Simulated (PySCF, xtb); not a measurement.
Bi(H)2(Me) (CH5Bi), SMILES [CH3][BiH2].

Harmonic wavenumbers (cm⁻¹) from xtb 6.7.1 with GFN2-xTB at its own minimum, in rising order: 113, 506, 531, 535, 813, 822, 829, 1283, 1494, 1498, 1762, 1783, 3075, 3082, 3113.

Question: What does PySCF with r2SCAN-D4/def2-TZVP give at its own minimum? (The exact figures need the calculation; the answer reports its results.)

Answer: 133, 464, 512, 530, 768, 793, 811, 1188, 1454, 1457, 1795, 1802, 3061, 3161, 3181. Paired by order, the mean absolute difference is 38 cm⁻¹ and the zero-point energies are 30.4 and 30.2 kcal/mol.
